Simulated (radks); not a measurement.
Values are calculated unless marked as measured or tabulated.
Polarisability of neutral silver, [Kr] 4d10 5s1, at imaginary frequency. Level of theory: non-relativistic Kohn-Sham, LDA (Slater exchange, VWN5 correlation), spin-polarised, spherical densities, point nucleus; open shells are filled with parallel spins first (spin-orbit coupling, left out, can overturn this in heavy ions); relativity is left out, which matters for an element this heavy (a radial shooting solver on a logarithmic mesh with Libxc functionals). Response by self-consistent Sternheimer equations with the Hartree and adiabatic LDA kernel.

w (hartree),alpha1(iw) (bohr^3),alpha2(iw) (bohr^5)
0.00266,53.64,513.1
0.0143,53.19,511.1
0.0360,50.87,500.1
0.0697,44.82,467.9
0.118,35.31,404.0
0.186,25.47,313.2
0.280,17.72,217.8
0.413,12.26,138.9
0.605,8.459,83.31
0.892,5.712,47.55
1.35,3.643,25.65
2.12,2.077,12.67
3.59,0.9747,5.359
6.94,0.3380,1.688
17.5,0.07433,0.2942

Static values: alpha1 = 53.66 bohr^3 (7.951 angstrom^3; uncoupled 82.53), alpha2 = 513.2 bohr^5, alpha3 = 10380 bohr^7. C6 = 422.8, C8 = 22360, triple-dipole C9 = 15050 atomic units. One-pole (London) frequency 4 C6 / (3 alpha1^2) = 0.196 hartree, against 0.167 for minus the highest occupied eigenvalue. The dipole shielding factor is 1.000, as the force sum rule N/Z = 1.000 demands. Recommended static value: 55 bohr^3 (Schwerdtfeger and Nagle, 2023 table).
